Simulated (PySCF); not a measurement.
Compound: C4H8OSi2.
Atom-mapped SMILES: `[SiH3:1][O:2][C:3]1=[CH:4][CH:5]=[CH:6][SiH2:7]1` (hydrogens: H8, H9, H10 on Si1; H11 on C4; H12 on C5; H13 on C6; H14, H15 on Si7)

The same species was optimised twice, with GFN2-xTB and with PBE0-D3(BJ)/def2-SVP (PySCF), and the same property calculations (PySCF, gas phase) were run on both structures.

| coordinate | GFN2-xTB | PBE0-D3(BJ)/def2-SVP | change |
| --- | --- | --- | --- |
| Si1–O2 (Å) | 1.620 | 1.680 | +0.060 |
| C4–C5 (Å) | 1.449 | 1.470 | +0.021 |
| C6–Si7 (Å) | 1.877 | 1.859 | -0.018 |
| C5=C6 (Å) | 1.342 | 1.354 | +0.012 |
| C3=C4 (Å) | 1.346 | 1.354 | +0.008 |
| C3–Si7 (Å) | 1.903 | 1.911 | +0.008 |
| O2–C3 (Å) | 1.344 | 1.349 | +0.005 |
| Si1–O2–C3 (°) | 133.2 | 125.8 | -7.4 |
| C3–Si7–C6 (°) | 88.5 | 92.1 | +3.6 |
| C4–C3–Si7 (°) | 109.5 | 106.6 | -2.9 |
| C5–C6–Si7 (°) | 109.4 | 106.5 | -2.9 |
| O2–C3–Si7 (°) | 128.1 | 131.0 | +2.9 |
| C4–C5–C6 (°) | 117.2 | 118.9 | +1.7 |
| C3–C4–C5 (°) | 115.3 | 115.9 | +0.6 |
| O2–C3–C4 (°) | 122.3 | 122.4 | +0.1 |
| Si1–O2–C3–C4 (°) | 180 | 180 | 0 |

Rotational constants: A = 4242, B = 1124, C = 907.4 MHz (GFN2-xTB) against A = 4222, B = 1121, C = 904.7 MHz (PBE0-D3(BJ)/def2-SVP). Point groups within 0.08 Å: Cs and Cs.

On the GFN2-xTB structure: lowest singlet, TDDFT (eV) 3.96 [CAM-B3LYP/def2-SVPD]; lowest triplet, Tamm–Dancoff (eV) 2.39 [CAM-B3LYP/def2-SVPD]; isotropic polarisability (au) 99.4 [CAM-B3LYP/def2-SVPD]; HOMO (eV) -7.32 [CAM-B3LYP/def2-SVPD]; LUMO (eV) -0.22 [CAM-B3LYP/def2-SVPD]; dipole (D) 0.62 [CAM-B3LYP/def2-SVPD]; HOMO (eV) -6.08 [PBE0/pcSseg-1]; LUMO (eV) -1.33 [PBE0/pcSseg-1]; dipole (D) 0.82 [PBE0/pcSseg-1]; GIAO shielding of Si1 (ppm) 387.5 [PBE0/pcSseg-1]; GIAO shielding of O2 (ppm) 228.8 [PBE0/pcSseg-1]; GIAO shielding of C3 (ppm) 12.9 [PBE0/pcSseg-1]; GIAO shielding of C4 (ppm) 55.3 [PBE0/pcSseg-1]; GIAO shielding of C5 (ppm) 28.4 [PBE0/pcSseg-1]; GIAO shielding of C6 (ppm) 70.4 [PBE0/pcSseg-1]; GIAO shielding of Si7 (ppm) 417.1 [PBE0/pcSseg-1].

**Question.** What do these properties become on the PBE0-D3(BJ)/def2-SVP structure?

**Answer.** 
```csv
property,level,on GFN2-xTB,on PBE0-D3(BJ)/def2-SVP,change
"lowest singlet, TDDFT (eV)",CAM-B3LYP/def2-SVPD,3.96,4.02,+0.06
"lowest triplet, Tamm–Dancoff (eV)",CAM-B3LYP/def2-SVPD,2.39,2.44,+0.05
isotropic polarisability (au),CAM-B3LYP/def2-SVPD,99.4,101.8,+2.4
HOMO (eV),CAM-B3LYP/def2-SVPD,-7.32,-7.40,-0.08
LUMO (eV),CAM-B3LYP/def2-SVPD,-0.22,-0.26,-0.04
dipole (D),CAM-B3LYP/def2-SVPD,0.62,0.51,-0.11
"energy, GFN2-xTB geometry as zero (kcal/mol)",CAM-B3LYP/def2-SVPD,0.0,-4.3,-4.3
HOMO (eV),PBE0/pcSseg-1,-6.08,-6.17,-0.09
LUMO (eV),PBE0/pcSseg-1,-1.33,-1.38,-0.05
dipole (D),PBE0/pcSseg-1,0.82,0.72,-0.10
"energy, GFN2-xTB geometry as zero (kcal/mol)",PBE0/pcSseg-1,0.0,-4.0,-4.0
GIAO shielding of Si1 (ppm),PBE0/pcSseg-1,387.5,380.0,-7.5
GIAO shielding of O2 (ppm),PBE0/pcSseg-1,228.8,222.5,-6.3
GIAO shielding of C3 (ppm),PBE0/pcSseg-1,12.9,9.8,-3.1
GIAO shielding of C4 (ppm),PBE0/pcSseg-1,55.3,53.3,-2.0
GIAO shielding of C5 (ppm),PBE0/pcSseg-1,28.4,24.4,-4.0
GIAO shielding of C6 (ppm),PBE0/pcSseg-1,70.4,69.8,-0.6
GIAO shielding of Si7 (ppm),PBE0/pcSseg-1,417.1,415.0,-2.1
```

The heavy atoms differ by 0.056 Å rms after alignment. Among bonds between heavy atoms Si1–O2 changes most (+0.060 Å). Changes are differences of the printed values. Neither structure is proved a minimum here.

Conformer computed: `[SiH3:1][O:2][C:3]1=[CH:4][CH:5]=[CH:6][SiH2:7]1`: Si1–O2–C3–C4 180°.
